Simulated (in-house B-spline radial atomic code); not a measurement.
Settings and results of a run for S⁴⁺. Computed with a radial B-spline atomic code at the basis-set limit: scalar-relativistic (X2C) PW91, spin-polarised, spherical fractional occupations, Fermi nucleus of rms radius 3.2611 fm.

Command:
```bash
python run_scf.py task.json out
```
Settings (nuclear radius in fm, mass in u):
```
Z                16
configuration    [Ne] 3s2
hamiltonian      x2c
method           pw91,pw91
spin_polarised   True
nucleus          fermi
rms_radius       3.2611
atomic_mass      31.97207
speed_of_light   137.035999084
```

Output (hartree, bohr):
```
 radial grid: 68 intervals, B-splines of order 8, outer radius 14.6809 bohr

 iter        energy (Eh)    residual
    1        -392.098838    4.49e-01
    2        -394.461223    2.10e-01
    3        -394.893525    6.37e-02
    4        -394.935588    1.83e-02
    5        -394.938862    8.06e-03
    6        -394.939591    8.08e-05
    7        -394.939591    6.01e-06
    8        -394.939591    1.38e-07

 total energy                      -394.93959
 kinetic                             396.7441
 electron-nucleus                   -915.6453
 Hartree                             148.0679
 exchange-correlation                -24.1062

 orbital      occ     eigenvalue          <r>       <r^2>       <1/r>     <1/r^3>       r_max
 1s up      1.000       -90.6938    0.0966748   0.0125924     15.7477           -     0.06309
 1s down    1.000       -90.6938    0.0966748   0.0125924     15.7477           -     0.06309
 2s up      1.000        -9.9659     0.477033    0.270612     3.08648           -      0.3875
 2s down    1.000        -9.9659     0.477033    0.270612     3.08648           -      0.3875
 2p up      3.000        -7.9520     0.439389    0.240903     2.97494     82.6445      0.3244
 2p down    3.000        -7.9520     0.439389    0.240903     2.97494     82.6445      0.3244
 3s up      1.000        -2.4264      1.46572     2.44947    0.949346           -       1.308
 3s down    1.000        -2.4264      1.46572     2.44947    0.949346           -       1.308
```

Run time, properties included: 0.14 s on 1 thread of Arm Neoverse V2, with other jobs on the host.
